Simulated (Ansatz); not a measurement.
`N=C([SiH3])CN` + `O[Si](O)(F)CF` → `O[Si](O)(F)[SiH3]` + `N=C(CN)CF`  (formal exchange of groups at the Si–C bond)

Calculated with Ansatz (gas phase, PBE0-D4/def2-TZVP geometries, no zero-point term in ΔE). CCSD(T)/CBS is the MP2 limit (def2-TZVPP, def2-QZVPP) plus CCSD(T) − MP2 in def2-TZVPP, frozen cores. DFT in def2-TZVPP. B3LYP here is the variant with VWN-RPA as its local correlation; programs differ in this. Each species was taken in one conformer, which may not be the lowest.

(1) Is it downhill or uphill in electronic energy at CCSD(T)/CBS, and by how much? (An estimate is asked.)

(2) What do these levels give: PBE-D4, PBE0-D4, ωB97X-V, ωB97M-V, B2PLYP, PBE0, B3LYP, MP2/def2-TZVPP, CCSD/def2-TZVPP, SCS-MP2/def2-QZVPP, HF/CBS(def2), MP2/CBS(def2)? (Best estimate.)

Largest T1 diagnostic among the species: 0.013.

Answers

(1) The calculation gave: Downhill: ΔE = -0.9 kcal/mol.

(2) The calculation gave: PBE-D4 -3.4, PBE0-D4 -3.2, ωB97X-V -2.2, ωB97M-V -0.2, B2PLYP -0.9, PBE0 -3.4, B3LYP -1.5, MP2/def2-TZVPP -0.2, CCSD/def2-TZVPP -1.1, SCS-MP2/def2-QZVPP 0.2, HF/CBS(def2) -0.7, MP2/CBS(def2) 0.1 kcal/mol.
